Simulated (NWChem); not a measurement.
Species: CaHSF; SMILES [Ca]([F])[SH]

```xyz
4

Ca     0.2672     0.5908     0.0000
F     -0.3571     2.4444     0.0000
S     -0.2027    -1.9704     0.0000
H      1.1135    -2.2900     0.0000
```
Atoms are numbered in this order, from 1.

All runs: NWChem. Medium grid unless said otherwise, to which SCAN and Minnesota functionals are sensitive. All runs use the structure optimised with PBE0/def2-SVP. Total energies of different functionals are on different scales.

| level | energy (Ha) | highest occupied level (eV) | orbital gap (eV) | dipole (D) |
|---|---|---|---|---|
| B3LYP/def2-SVP | -1176.0937 | -5.96 | 3.76 | 4.10 |
| PBE/def2-SVP | -1175.5686 | -5.05 | 2.53 | 4.03 |
| revPBE/def2-SVP | -1175.8492 | -5.00 | 2.57 | 4.08 |
| OLYP/def2-SVP | -1176.1119 | -4.88 | 2.25 | 4.05 |
| RPBE/def2-SVP | -1175.9512 | -5.01 | 2.42 | 4.04 |
| MPW1K/def2-SVP | -1176.0823 | (withheld) | (withheld) | (withheld) |
| r2SCAN/def2-SVP | -1175.9593 | -5.31 | 3.34 | 4.34 |
| M06-L/def2-SVP | -1176.0443 | -5.11 | 3.59 | 4.50 |
| PW6B95/def2-SVP | -1176.9476 | -6.27 | 4.34 | 4.18 |
| B97-D/def2-SVP | -1176.1332 | -4.98 | 2.67 | 4.08 |
| MN15/def2-SVP | -1175.7629 | -6.82 | 5.87 | 4.27 |

Q: Fill in the missing entries.

A: 
- MPW1K/def2-SVP, highest occupied level (eV): -7.13
- MPW1K/def2-SVP, orbital gap (eV): 5.70
- MPW1K/def2-SVP, dipole (D): 4.44
